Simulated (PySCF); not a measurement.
**Stationary points of RuN₃⁻**

These are results of PBE0 in PySCF with Ru def2-SVPD with ECP28, N def2-SVPD; scalar-relativistic core potentials, no spin–orbit coupling; density-fitted integrals, not measurements.

Relaxations began from a few typed shapes; open shells are unrestricted. The search is not exhaustive: other isomers or separated fragments can lie lower, and high-lying points may rest on an excited occupation.

Task: Which is the lowest minimum found?
A. singlet (closed shell, unstable to spin polarisation) D3h: Ru–N 1.732 Å (×3); N–Ru–N 120.0° (×3)
B. broken-symmetry Ms = 0 C2v: N–N 1.213 Å, Ru–N 1.620 Å, Ru–N 2.030 Å (×2); N–N–Ru 72.6° (×2), N–Ru–N 34.8°, N–Ru–N 162.6° (×2)
C. broken-symmetry Ms = 0 (⟨S²⟩ 1.14) C3v: Ru–N 1.712 Å (×3); N–Ru–N 113.2° (×3)
D. singlet (closed shell, unstable to spin polarisation) C3v: Ru–N 1.728 Å (×3); N–Ru–N 116.9° (×3)

Result: B. The others lie at 235.3 (broken-symmetry Ms = 0 C3v), 376.6 (singlet C3v), 378.7 (singlet D3h, a saddle point) kJ/mol above it.

For the lowest minimum: the highest occupied level lies above zero, a sign of self-interaction error or too small a basis; response properties are unreliable. The lowest empty level of this anion is unbound, so it and the gap depend on the basis.
